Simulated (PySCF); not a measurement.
**What settings do to a single point of [BiO3]−**

The sound run of [BiO3]− (singlet) uses PySCF 2.14.0, RKS PBE0, Bi def2-SVP with ECP60, O def2-SVP; non-relativistic Hamiltonian with scalar-relativistic core potentials where named; density fitting; no spin-orbit coupling, grid (50, 194), threshold 1e-8 Eh and 55 cycles, at the relaxed geometry:

```xyz
4

Bi    0.0000    0.0000    0.0000
O     1.9622    0.0000    0.0000
O    -0.9811    1.6993    0.0000
O    -0.9811   -1.6993    0.0000
```

There Bi1 has a Mulliken charge of 1.02 e and the dipole about the centre of mass is 0.00 D. Each run below changes one thing and starts from free metal ions and neutral atoms unless it says otherwise; with 55 cycles, smearing, a level shift and second-order steps follow where DIIS fails, and their cycles count. Energy shifts count from the sound run.

```json
{"change": "cycle limit 5", "outcome": "not converged", "cycles": "5", "energy shift (eV)": "–", "largest force component (eV/Å)": "–", "charge on Bi1 (e)": "–", "dipole about the centre of mass (D)": "–"}
{"change": "charge changed by +4, spin kept, limit 70 cycles", "outcome": "converged", "cycles": "28", "energy shift (eV)": "–", "largest force component (eV/Å)": "3.78", "charge on Bi1 (e)": "2.10", "dipole about the centre of mass (D)": "0.51"}
```

Question: One further run converged with energy shift (eV) 0.35, largest force component (eV/Å) 2.15, charge on Bi1 (e) 0.95, dipole about the centre of mass (D) 0.00. Which change was it?
A. start from a density of up to 30 smeared cycles (not counted)
B. all coordinates × 1.05
C. grid (99, 590)

Answer: B.

Question: And the other changes listed?

Answer: 
```json
{"change": "start from a density of up to 30 smeared cycles (not counted)", "outcome": "converged", "cycles": "8", "energy shift (eV)": "0.0000", "largest force component (eV/Å)": "0.01", "charge on Bi1 (e)": "1.02", "dipole about the centre of mass (D)": "0.00"}
{"change": "grid (99, 590)", "outcome": "converged", "cycles": "10", "energy shift (eV)": "0.0055", "largest force component (eV/Å)": "0.00", "charge on Bi1 (e)": "1.02", "dipole about the centre of mass (D)": "0.00"}
```

Unsound on purpose, so not properties of the compound: charge changed by +4, spin kept, limit 70 cycles.

Forces carry noise of the integration grid, about 0.01 to 0.03 eV/Å.
